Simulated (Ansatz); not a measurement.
Two isomers of CH5GeNS: A = `[SH][GeH]1[CH2][NH]1`, B = `N=[C](S)[GeH3]`.

Computed with Ansatz on PBE0-D4/def2-TZVP structures; ΔE is electronic, products minus reactants. CCSD(T)/CBS is the MP2 limit (def2-TZVPP, def2-QZVPP) plus CCSD(T) − MP2 in def2-TZVPP, frozen cores. Functionals use def2-TZVPP. For Ge outer-core shells are correlated without core-valence functions, which leaves a few kJ/mol of doubt a bond. Scalar relativity is left out up to krypton. Each species was taken in one conformer, which may not be the lowest.

A:

Z-matrix (Å, degrees):
```
Ge
C 1 1.912
N 1 1.860 2 46.5
S 1 2.203 2 124.6 3 -90.6
H 1 1.525 2 121.8 3 103.0
H 2 1.087 1 120.4 3 104.3
H 2 1.089 1 118.0 3 -110.0
H 3 1.013 1 117.7 2 105.4
H 4 1.344 1 91.6 2 35.4
```

B:

Z-matrix (Å, degrees):
```
Ge
C 1 1.973
H 1 1.537 2 108.3
H 1 1.538 2 108.4 3 117.6
H 1 1.529 2 108.6 3 -121.1
S 2 1.776 1 118.5 3 -66.2
N 2 1.263 1 118.3 3 112.7
H 6 1.342 2 97.7 1 -3.6
H 7 1.023 2 113.6 1 -179.3
```

**Question.** Which is lower in electronic energy at CCSD(T)/CBS, and by how much? (Best estimate.)

**Answer.** Ansatz gave: A, by 20.7 kJ/mol.

**Question.** Give E(B) − E(A) in kJ/mol with B2PLYP, PBE0-D4, CCSD(T)/def2-TZVPP, MP2/def2-TZVPP, HF/def2-TZVPP, r2SCAN-D4, PBE-D4. (Estimate.)

**Answer.** Ansatz gave: B2PLYP 10.5, PBE0-D4 21.5, CCSD(T)/def2-TZVPP 14.4, MP2/def2-TZVPP 26.4, HF/def2-TZVPP -4.2, r2SCAN-D4 14.7, PBE-D4 13.3. The order is the other way round with HF/def2-TZVPP.

Largest T1 diagnostic: 0.013.

In def2-TZVPP, CCSD(T) changes the Hartree–Fock value by +18.6 kJ/mol (the triples alone add −0.3 kJ/mol) and MP2 by +30.6 kJ/mol. From PBE to PBE0 (25 % exact exchange), in def2-TZVPP and without D4, E(B) − E(A) moves by +8.0 kJ/mol.
